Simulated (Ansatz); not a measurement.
NbO (`[O]=[Nb]`) radical from Hartree–Fock to CCSD(T)

Bond lengths: O1–Nb2 1.668 Å.

The species carries charge 0 and has multiplicity 2. Correlated methods include outer-core shells of Nb, which these sets cover unevenly. Nb: def2 effective core potential. Geometry: relaxed with PBE0-D4/def2-TZVP. Frozen core, unrestricted reference, the Gaussian-basis code of Ansatz.

```json
{"basis": "def2-SVP", "HF (Eh)": "?", "MP2 corr.": "-0.44334", "CCSD corr.": "-0.43412", "(T)": "-0.02853", "CCSD(T) total": "?"}
{"basis": "def2-TZVPP", "HF (Eh)": "-131.24448", "MP2 corr.": "?", "CCSD corr.": "-0.60558", "(T)": "-0.03734", "CCSD(T) total": "?"}
{"basis": "def2-QZVPP", "HF (Eh)": "?", "MP2 corr.": "-0.68207", "CCSD corr.": "-0.66800", "(T)": "?", "CCSD(T) total": "?"}
```

Question: Fill in the withheld values. (An estimate is asked.)

Answer: Ansatz gave: def2-SVP HF (Eh): -131.12796; def2-SVP CCSD(T) total: -131.59061; def2-TZVPP MP2 corr.: -0.61871; def2-TZVPP CCSD(T) total: -131.88740; def2-QZVPP HF (Eh): -131.25048; def2-QZVPP (T): -0.04122; def2-QZVPP CCSD(T) total: -131.95970.

The UHF reference is spin-contaminated (⟨S²⟩ = 1.76, T1 = 0.036).
